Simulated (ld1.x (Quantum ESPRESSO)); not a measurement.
## Before and after: PAW potential for N (Z = 7)

```json
{"Element": "nitrogen (N)", "Generator": "ld1.x (Quantum ESPRESSO) 7.5", "Type": "PAW", "Functional": "PBE", "Relativity": "scalar-relativistic", "Frozen core": "[He]", "Valence charge": "5", "Reference configuration": "2s2 2p3", "Partial waves": "2s (bound): rcut 0.75, rcutus 0.80 bohr; 2s channel at 1.45 Ry: rcut 0.75, rcutus 0.80 bohr; 2p (bound): rcut 1.80, rcutus 2.00 bohr; 2p channel at 0.8 Ry: rcut 1.80, rcutus 2.00 bohr", "Local potential": "all-electron potential smoothed inside 1.85 bohr (lloc = -1)", "Core correction": "a·sin(br)/r model core, default radius (core density twice the valence density)", "Augmentation charge": "BESSEL, radius 0.75 bohr"}
```

Change: local potential all-electron potential smoothed inside 1.22 bohr (lloc = -1).

Cutoffs: the cutoffs (Ry, on a coarse ladder) from which the occupation-weighted sum of valence levels, in a spherical-Bessel basis at the reference potential, stays within 10 and 1 mRy of its value at 400 Ry; they do not see the model core or the augmentation charge, which bear on the density cutoff. Errors are all-electron minus pseudo energies relative to the spin-unpolarised reference configuration.

Question: Predict the effect on cutoff, ghosts and configuration errors.

Answer: The potential gets neither clearly harder nor softer (50 Ry and 70 Ry → 50 Ry and 70 Ry); a bound ghost appears in s, which as a rule spoils a file; the number of tests with a reliable result goes from 7 to 2 (the test run of the changed file stopped, so its transferability is not established); the range in which the p phases agree narrows (upper end at the end of the scan → 2.1). A state that the projectors do not describe sees the local part alone, so a deeper or shallower local part can create or remove a ghost.

```tsv
quantity	base	changed
cutoff, loose	50 Ry	50 Ry
cutoff, tight	70 Ry	70 Ry
loose cutoff by channel (10 mRy a level)	s 45 Ry, p 15 Ry	s 50 Ry, p 15 Ry
bound ghosts	none	s
tests with a reliable result	7 of 7	2 of 7 (the test run stopped)
error for 2s2 2p2, meV [ΔE 13.59 eV]	+32	-251
error for 2s2 2p1, meV [ΔE 42.45 eV]	+150	-1314
s: phases at 2.19 bohr within 0.05 rad from the reference energy up to (Ry; the scan ends near 5)	to the end of the scan	to the end of the scan
p: phases at 2.19 bohr within 0.05 rad from the reference energy up to (Ry; the scan ends near 5)	to the end of the scan	2.1
lowest overlap eigenvalue by channel	s 0.30, p 0.40	s 0.70, p 0.38
```

 A true bound ghost makes a file unfit for plane-wave use even where its test errors are small: the radial tests pick states by their node count and pass the ghost by.
